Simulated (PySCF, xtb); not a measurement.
(Z)-1-bromobut-1-en-3-yne (C₄H₃Br), SMILES C#C/C=C\Br.

GFN2-xTB in xtb at its own geometry gives an orbital gap of 3.54 eV and a dipole moment of 2.98 D.

The structure is a stationary point at B3LYP-D3(BJ)/def2-SVP.

**Question.** What does r2SCAN/def2-TZVP run with PySCF give? (The exact figures need the calculation; the answer reports its results.)

**Answer.** gap 4.09 eV (levels -6.21 and -2.12 eV), dipole 1.12 D.
